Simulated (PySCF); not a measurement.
**Er⁺ (erbium, charge +1) across methods**

[Xe] 4f11 6s2, one real determinant (an excited configuration). Computed with PySCF 2.14 in ANO-RCC-VTZP, with scalar relativity by spin-free X2C-1e.

```tsv
method	E (hartree)	mean ε 4f β (eV)	mean ε 6s α (eV)	mean ε 6s β (eV)	Σ⟨r²⟩ (bohr²)	⟨S²⟩
PBE	-13085.24	-17.826	-10.843	-10.723	60.64	3.752
r2SCAN	-13085.39	-18.172	-10.889	-10.730	60.95	3.753
PBE0	-13085.04	-20.847	-11.426	-11.313	60.79	3.753
LDA	-13076.21	-17.930	-11.079	-10.966	60.37	3.752
UHF	-13080.61570	-29.138	-12.405	-12.298	62.06	3.760
```

⟨L²⟩ = 34.01 against 42 for a pure I term, so this real determinant mixes terms. Spin-orbit coupling, absent here, splits the open shell strongly.
